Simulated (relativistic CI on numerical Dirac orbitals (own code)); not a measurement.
# Zeeman pattern of Sn II 5561.91 Å at 0.05 T

Problem. The line 5s2 6p 2P°_3/2 – 5s2 6d 2D_5/2 of Sn II lies at 5561.91 Å (air; NIST Handbook). Calculate its Zeeman pattern at B = 0.05 T, seen across the field, in LS coupling, and compare it with the Doppler width at an assumed gas temperature of 400 K.

Working.
1. Landé factors g = 3/2 + [S(S + 1) − L(L + 1)]/[2J(J + 1)]: lower 1.3333, upper 1.2000.
2. The unit is μB B/hc = 0.46686 × 0.05 = 0.0233 cm⁻¹, or 7.2 mÅ at this wavelength. A component is shifted by g_u m_u − g_l m_l units. Seen across the field, the strengths for lower J and m are (J + 1)² − m² (π) and ¼(J + m + 1)(J + m + 2) (σ).
3. π components (Δm = 0), symmetric about zero, as shift (strength, strongest of all = 100): ±0.067 (100), ±0.200 (67).
4. σ components with Δm = +1, mirrored for −1: 1.000 (83), 1.133 (50), 1.267 (25), 1.400 (8).
5. The centre of the σ group lies at ḡ = 1.100 units, 7.9 mÅ from the line centre.
6. The Doppler width is 7.16 × 10⁻⁷ λ √(T/M) = 7.3 mÅ (FWHM, M = 120), so the sum of Gaussians is one broadened peak; the two σ groups show as separate peaks only through a polariser.

Check. A relativistic CI calculation gives g = 1.3341 and 1.2005 for the two levels. The nearest fine-structure partner lies 110 cm⁻¹ away, 4727 Zeeman units, so the weak-field formulas hold; hyperfine structure, which matters at weak fields for isotopes with nuclear spin, is neglected.
